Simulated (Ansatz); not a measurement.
The lowest singlet and triplet of CF2 (SMILES F[C]F); geometries from B3LYP-D3(BJ)/def2-TZVP, each state relaxed from the structure named, with no frequency check.
Singlet (charge 0, multiplicity 1):
```xyz
3

F     -1.0322    -0.2001     0.0000
C     -0.0006     0.5969     0.0000
F      1.0326    -0.1978     0.0000
```
Triplet (charge 0, multiplicity 3):
```xyz
3

F     -1.139    -0.167     0.000
C      0.000     0.497     0.000
F      1.139    -0.165     0.000
```

A positive gap puts the triplet lower; no zero-point energy. R- takes a restricted singlet. U- takes an unrestricted singlet (broken symmetry where lower, unprojected). The triplet is unrestricted in single-reference levels. Active spaces average the two states.

Correlated levels freeze the cores.

The values were computed with Ansatz (Gaussian orbitals). Values without a source in brackets are computed.

### Question
What gap E(singlet) − E(triplet), adiabatic does R-r2SCAN/def2-TZVPP give?

### Answer
-45.1 kcal/mol

### Question
Predict the gap E(singlet) − E(triplet), adiabatic from FIC-MRCISD+Q on SA-CASSCF(2,2)/cc-pVQZ.

### Answer
-55.4 kcal/mol

### Question
What is the computed gap E(singlet) − E(triplet), adiabatic (U-CCSD/cc-pVDZ (spin-contaminated))?

### Answer
-52.8 kcal/mol

Ansatz is a program for electronic structure.
